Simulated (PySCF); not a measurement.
C2H6Si, SMILES C[Si]C (connectivity only; charge and spin as stated), neutral, multiplicity 1. Atoms are numbered in the order given.

```xyz
9

Si     0.0000     0.0000     0.7548
C     -1.4357     0.0105    -0.4974
H     -2.3976     0.2700    -0.0541
H     -1.2514     0.6471    -1.3682
H     -1.5184    -1.0190    -0.8768
C      1.4357    -0.0105    -0.4974
H      1.2514    -0.6471    -1.3682
H      1.5184     1.0190    -0.8768
H      2.3976    -0.2700    -0.0541
```
Charge 0, spin multiplicity 1.

Geometry optimised at B3LYP-D3(BJ)/def2-TZVP. The isomer is the one that the SMILES or the coordinates give; other isomers of the formula were not compared.

All values below come from TDA-PBE0/def2-SVPD in PySCF 2.14.0.

Vertical excitations. Isolated molecule, no solvent. State labels are in the subgroup C2.

```
state  symmetry  energy (eV)  λ (nm)      f                          main pairs
-----  --------  -----------  ------  -----  ----------------------------------
S1            B         2.79     445  0.036                      HOMO→LUMO 98 %
S2            A         4.79     259  0.000                    HOMO−1→LUMO 99 %
S3            A         5.67     218  0.024                    HOMO→LUMO+1 99 %
S4            B         6.02     206  0.250                    HOMO→LUMO+2 97 %
S5            A         6.64     187  0.366                    HOMO→LUMO+3 98 %
S6            A         7.08     175  0.000                    HOMO→LUMO+4 96 %
S7            B         7.48     166  0.021                    HOMO→LUMO+5 83 %
S8            A         7.53     165  0.001                    HOMO−3→LUMO 99 %
S9            B         7.70     161  0.022  HOMO−2→LUMO 65 %, HOMO→LUMO+6 24 %
S10           A         7.72     161  0.000                    HOMO→LUMO+7 90 %
T1            B         1.19    1044      0                      HOMO→LUMO 99 %
T2            A         4.37     284      0                    HOMO−1→LUMO 99 %
T3            B         4.79     259      0                    HOMO→LUMO+2 86 %
T4            A         5.26     236      0                    HOMO→LUMO+1 96 %
```
Triplets are in the Tamm–Dancoff approximation.
